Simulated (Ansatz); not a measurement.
Ansatz (a first-principles code) input (B3LYP-D3(BJ)/def2-TZVP):

Ansatz 0.2 input:
```yaml
crystal:
  periodic: [false, false, false]
  atoms:
    - {symbol: C, position_ang: [2.60554778, -0.42491977, 0.19178770]}
    - {symbol: C, position_ang: [1.32937532, -0.00704651, -0.06179501]}
    - {symbol: C, position_ang: [0.85419375, 1.06359162, -0.85941899]}
    - {symbol: C, position_ang: [-0.53347278, 1.06561073, -0.78749809]}
    - {symbol: C, position_ang: [-0.92579790, 0.02265432, 0.03507888]}
    - {symbol: N, position_ang: [0.20168640, -0.61260486, 0.46285016]}
    - {symbol: C, position_ang: [-2.28140250, -0.42156017, 0.44589963]}
    - {symbol: H, position_ang: [2.80405587, -1.26731175, 0.82860608]}
    - {symbol: H, position_ang: [3.44234557, 0.08427938, -0.24357964]}
    - {symbol: H, position_ang: [1.47413064, 1.74034260, -1.41219475]}
    - {symbol: H, position_ang: [-1.19716792, 1.75073318, -1.27878972]}
    - {symbol: H, position_ang: [0.22052627, -1.40911692, 1.07638765]}
    - {symbol: H, position_ang: [-2.47252670, -1.44362602, 0.11426049]}
    - {symbol: H, position_ang: [-3.03301940, 0.23038238, 0.01043272]}
    - {symbol: H, position_ang: [-2.38565569, -0.39802715, 1.53186197]}
basis:
  gaussian:
    orbitals: def2-TZVP
hamiltonian:
  xc: b3lyp
  dispersion: d3bj
magnetization: {spin_polarized: true, initial_magnetization: 1}
relax: {f_tol: 0.002, max_steps: 150}
```

End of the output:

```
integrals: 0.22 GiB planned
1587 factors; their error is unknown
0.37 GiB of the device are held for the grids
1.64 GiB of device memory are held for the factors and their scratch space
mean field: 1.99 GiB planned
mean field -7844.39240930 eV, -288.2761039215 hartree, gradient 1.2e-5 eV, S^2 0.770562; 0 other end points of the search recorded, 0 dependent functions left out
the calculation of the forces begins
reference -7844.39270979 eV, -288.2761149645 hartree; 26, 25 occupied and 239, 240 virtual orbitals, 1587 factors
relax step  10: F+E_penalty+E_count = -7844.99947820 eV  Δ(F+E_penalty+E_count) = -1.517e-6 eV  max|allowed force component| = 2.033e-3 eV/Å  Δτ_max = 0.0026 Å  (40 SCF iters, accepted)
these checks for a lower state are left out or cut short: starts, cluster_reference, orbital_swaps, neighbouring_geometries, increment
integrals: 0.22 GiB planned
1587 factors; their error is unknown
0.37 GiB of the device are held for the grids
1.64 GiB of device memory are held for the factors and their scratch space
mean field: 1.99 GiB planned
mean field -7844.39241084 eV, -288.2761039783 hartree, gradient 1.2e-5 eV, S^2 0.770562; 0 other end points of the search recorded, 0 dependent functions left out
the calculation of the forces begins
reference -7844.39271134 eV, -288.2761150214 hartree; 26, 25 occupied and 239, 240 virtual orbitals, 1587 factors
relax step  11: F+E_penalty+E_count = -7844.99947833 eV  Δ(F+E_penalty+E_count) = -1.254e-7 eV  max|allowed force component| = 1.498e-3 eV/Å  Δτ_max = 0.0005 Å  (40 SCF iters, accepted)
integrals: 0.22 GiB planned
1587 factors; their error is unknown
0.37 GiB of the device are held for the grids
1.64 GiB of device memory are held for the factors and their scratch space
mean field: 1.99 GiB planned
mean field evaluation 96: about -7844.3924 eV, gradient 4.5e-4 eV
mean field -7844.39241084 eV, -288.2761039783 hartree, gradient 1.2e-5 eV, S^2 0.770562; 1 other end points of the search recorded, 0 dependent functions left out
the calculation of the forces begins
reference -7844.39271134 eV, -288.2761150214 hartree; 26, 25 occupied and 239, 240 virtual orbitals, 1587 factors
Total energy: -7844.99977882 eV, -288.2984243399 hartree
Atom 0 at     2.629107    -0.429574     0.191471 Å, force    -0.000242     0.000192    -0.000101 eV/Å
Atom 1 at     1.341769    -0.005500    -0.064411 Å, force     0.000187     0.000667     0.001498 eV/Å
Atom 2 at     0.860670     1.065930    -0.857611 Å, force    -0.000217    -0.000164    -0.000620 eV/Å
Atom 3 at    -0.538671     1.069895    -0.786544 Å, force    -0.000298    -0.000193     0.000145 eV/Å
Atom 4 at    -0.936351     0.024030     0.033767 Å, force     0.000923     0.000460     0.000733 eV/Å
Atom 5 at     0.201312    -0.611676     0.459502 Å, force    -0.000540    -0.000555    -0.001065 eV/Å
Atom 6 at    -2.291112    -0.423306     0.447531 Å, force    -0.000734    -0.000262     0.000053 eV/Å
Atom 7 at     2.831838    -1.278063     0.829264 Å, force    -0.000070    -0.000022    -0.000065 eV/Å
Atom 8 at     3.466516     0.088491    -0.248764 Å, force     0.000077    -0.000256     0.000022 eV/Å
Atom 9 at     1.488457     1.745066    -1.409807 Å, force    -0.000100    -0.000082    -0.000112 eV/Å
Atom 10 at    -1.210530     1.756424    -1.275542 Å, force     0.000259     0.000052    -0.000193 eV/Å
Atom 11 at     0.219199    -1.410070     1.068604 Å, force     0.000263     0.000046    -0.000250 eV/Å
Atom 12 at    -2.492146    -1.452728     0.134069 Å, force     0.000108     0.000224     0.000051 eV/Å
Atom 13 at    -3.049079     0.216383    -0.001695 Å, force     0.000248    -0.000111     0.000108 eV/Å
Atom 14 at    -2.418161    -0.381921     1.534054 Å, force     0.000137     0.000003    -0.000205 eV/Å
Dipole moment:    -0.295372    -0.230281     0.191687 e Å
```

It need not be the lowest isomer of its formula.
